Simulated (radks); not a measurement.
Polarisability of neutral silver, [Kr] 4d10 5s1, at imaginary frequency. Method: non-relativistic Kohn-Sham, LDA (Slater exchange, Perdew-Wang correlation), spin-unpolarised, spherical densities, point nucleus; relativity is left out, which matters for an element this heavy; computed with a radial shooting solver on a logarithmic mesh with Libxc functionals. Response by self-consistent Sternheimer equations with the Hartree and adiabatic LDA kernel.

| w (hartree) | alpha1(iw) (bohr^3) | alpha2(iw) (bohr^5) |
|---|---|---|
| 0.00266 | 53.23 | 553.4 |
| 0.0143 | 52.79 | 551.0 |
| 0.0360 | 50.52 | 538.0 |
| 0.0697 | 44.59 | 500.5 |
| 0.118 | 35.24 | 427.5 |
| 0.186 | 25.48 | 326.9 |
| 0.280 | 17.74 | 224.6 |
| 0.413 | 12.28 | 142.0 |
| 0.605 | 8.467 | 84.66 |
| 0.892 | 5.715 | 48.15 |
| 1.35 | 3.644 | 25.91 |
| 2.12 | 2.077 | 12.77 |
| 3.59 | 0.9748 | 5.395 |
| 6.94 | 0.3380 | 1.697 |
| 17.5 | 0.07433 | 0.2957 |

Static values: alpha1 = 53.25 bohr^3 (7.890 angstrom^3; uncoupled 84.92), alpha2 = 553.5 bohr^5, alpha3 = 11760 bohr^7. C6 = 420.1, C8 = 23530, triple-dipole C9 = 14850 atomic units. One-pole (London) frequency 4 C6 / (3 alpha1^2) = 0.198 hartree, against 0.157 for minus the highest occupied eigenvalue. The dipole shielding factor is 1.000, as the force sum rule N/Z = 1.000 demands. Recommended static value: 55 bohr^3 (Schwerdtfeger and Nagle, 2023 table).

Beside tabulated values, note that spin-unpolarised runs miss the spin-polarisation part of the exchange energy of open shells.
